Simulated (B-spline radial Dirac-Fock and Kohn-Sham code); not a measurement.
# Dipole and non-dipole photoemission parameters of Nb²⁺ 3s

System: niobium as Nb²⁺, [Kr] 4d3; threshold 475.1 eV (orbital energy of the model). Model: Dirac-Hartree-Slater photoionisation with a Latter tail; cross sections with all multipoles, angular parameters from the dipole term and its interference with E2. Program: a radial atomic solver.

For linearly polarised light dσ/dΩ = σ/(4π) [1 + β P₂(cos θ) + (δ + γ cos²θ) sin θ cos φ], with θ from the polarisation vector and φ the angle between the beam and the projection of the electron momentum on the plane normal to the polarisation.

| hν (eV) | σ (kb) | β | γ |
| --- | --- | --- | --- |
| 764 | 83.0 | 1.994 | 0.378 |
| 2570 | 11.5 | 1.997 | -0.088 |
| 2984.4 | 8.71 | 1.997 | -0.076 |
| 3210 | 7.59 | 1.997 | -0.062 |
| 3660 | 5.89 | 1.997 | -0.025 |
| 4000 | 4.95 | 1.997 | 0.011 |
| 5414.7 | 2.68 | 1.997 | 0.197 |
| 7590 | 1.31 | 1.997 | 0.512 |
| 8550 | 1.01 | 1.996 | 0.650 |
| 9251.7 | ? | ? | ? |
| 15000 | 0.280 | 1.996 | 1.483 |

Q: Give the values at Ga Kα (9251.7 eV).

A: σ = 0.850 kb, β = 1.996, γ = 0.750. For an s subshell δ is negligible.

Values without a named source are computed, but for edge energies of neutral atoms, which are taken from tables.
